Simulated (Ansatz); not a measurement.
Consider the formal exchange of groups at the Si–S bond: `[SiH3]S[SiH2]S` + `F[CH2][SnH3]` → `F[CH]([SiH3])[SnH3]` + `S[SiH2]S`.

Program: Ansatz. Geometries: PBE0-D4/def2-TZVP. ΔE: electronic, gas phase. CCSD(T)/CBS is the MP2 limit (def2-TZVPP, def2-QZVPP) plus CCSD(T) − MP2 in def2-TZVPP, frozen cores. DFT in def2-TZVPP. Elements past krypton have def2 core potentials. For Sn outer-core shells are correlated without core-valence functions, which leaves a few kJ/mol of doubt a bond. One conformer a species, not always the lowest.

```
             level  ΔE (kcal/mol)
         r2SCAN-D4           18.1
CCSD(T)/def2-TZVPP           17.3
```

(1) What does CCSD(T)/CBS give? (Estimate.)

Largest T1 diagnostic among the species: 0.013.

Answers

(1) Computed: +17.7 kcal/mol. The listed levels differ from it by 0.4, -0.4 kcal/mol.

The D4 term adds +0.9 kcal/mol with B3LYP and +0.5 kcal/mol with PBE0; it sums over pairs of atoms, weighted by their polarisabilities, and B3LYP, whose exchange is more repulsive, gets the larger term. From PBE to PBE0 (25 % exact exchange), in def2-TZVPP and without D4, ΔE moves by +0.9 kcal/mol.

B3LYP here is the variant with VWN-RPA as its local correlation; programs differ in this.
